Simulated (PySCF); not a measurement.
C4H6BF.
Atom-mapped SMILES: `[BH2:1][C:2]1=[C:3]([F:4])[CH2:5][CH2:6]1` (hydrogens: H7, H8 on B1; H9, H10 on C5; H11, H12 on C6)

Method: PBE0-D3(BJ)/def2-SVP geometry optimisation, gas phase in PySCF 2.14.0; density fitting, grid level 1; the optimiser is geomeTRIC in internal coordinates, started from a GFN2-xTB structure with every atom displaced at random (about 0.01 Å).

Step 1: E = -7622.8918 eV
```
atom  x, y, z in Å  |  force x, y, z in eV/Å
B1      2.1255    0.1251    0.1482    0.091  -0.420  -0.024
C2      0.6079    0.1041    0.0525    0.137   0.200  -0.016
C3     -0.4014    0.9489    0.3861   -0.845  -0.648  -0.067
F4     -0.5212    2.0606    1.0416    0.485   0.673   0.148
C5     -1.5475    0.1180   -0.0725    0.121  -0.066  -0.207
C6     -0.4365   -0.9110   -0.4266   -0.047  -0.076  -0.079
H7      2.7410    1.1103    0.4736   -0.038   0.063   0.032
H8      2.7245   -0.9065   -0.1142   -0.006   0.262   0.029
H9     -2.2504   -0.1857    0.7138   -0.097  -0.028   0.119
H10    -2.1263    0.5165   -0.9258    0.109   0.001   0.084
H11    -0.3909   -1.2104   -1.4849    0.047   0.057  -0.003
H12    -0.4882   -1.8177    0.1956    0.044  -0.018  -0.016
```

Step 2: E = -7622.9331 eV
```
atom  x, y, z in Å  |  force x, y, z in eV/Å
B1      2.1191    0.1133    0.1622   -0.104   0.048   0.005
C2      0.6006    0.0831    0.0540   -0.268  -0.247  -0.266
C3     -0.4087    0.9305    0.3758    0.547   0.015   0.319
F4     -0.3815    2.0808    0.9962   -0.252   0.237  -0.067
C5     -1.5648    0.1094   -0.0639    0.067  -0.025  -0.089
C6     -0.4517   -0.9226   -0.4351   -0.056  -0.112   0.106
H7      2.6514    1.1385    0.5150    0.103  -0.030   0.037
H8      2.7779   -0.8678   -0.1129   -0.020   0.104   0.018
H9     -2.2689   -0.1882    0.7305    0.030  -0.020  -0.016
H10    -2.1382    0.5186   -0.9114    0.000   0.000   0.005
H11    -0.4019   -1.2051   -1.4975   -0.021   0.062  -0.015
H12    -0.4969   -1.8382    0.1747   -0.025  -0.031  -0.036
```

Q: Estimate the geometry and energy of step 3. (The exact step hangs on the optimiser's Hessian estimate; all steps are aligned on step 2, rigid shifts and turns removed.)

A: E = -7622.9515 eV, largest force 0.219 eV/Å
```
atom  x, y, z in Å  |  force x, y, z in eV/Å
B1      2.1134    0.1181    0.1646   -0.034  -0.003  -0.003
C2      0.5959    0.0641    0.0509    0.085   0.018  -0.052
C3     -0.3944    0.9290    0.3850    0.062   0.006   0.091
F4     -0.3859    2.1062    0.9647   -0.042  -0.140  -0.157
C5     -1.5541    0.1077   -0.0556   -0.066   0.009  -0.014
C6     -0.4594   -0.9371   -0.4366   -0.027   0.076   0.204
H7      2.6472    1.1343    0.5447    0.009  -0.021   0.027
H8      2.7863   -0.8431   -0.1262    0.040   0.003  -0.016
H9     -2.2615   -0.1848    0.7385    0.023  -0.020  -0.034
H10    -2.1225    0.5225   -0.9026   -0.043   0.022  -0.006
H11    -0.4180   -1.2053   -1.5030   -0.002   0.057  -0.006
H12    -0.5107   -1.8593    0.1631   -0.007  -0.008  -0.034
```

The energy changes by -0.0184 eV. The first-order estimate −F·Δx gives -0.0344 eV and the mean of the old and new forces, exact on a quadratic surface, -0.0183 eV. The step makes an angle of 61° with the force vector and moves no atom by more than 0.041 Å.

The cost below is that of the whole optimisation. Time: 38 s of wall time; peak memory 0.46 GiB. Hardware: Arm Neoverse V1, one thread, no GPU, shared host with 32 logical CPUs at a one-minute load of 28.
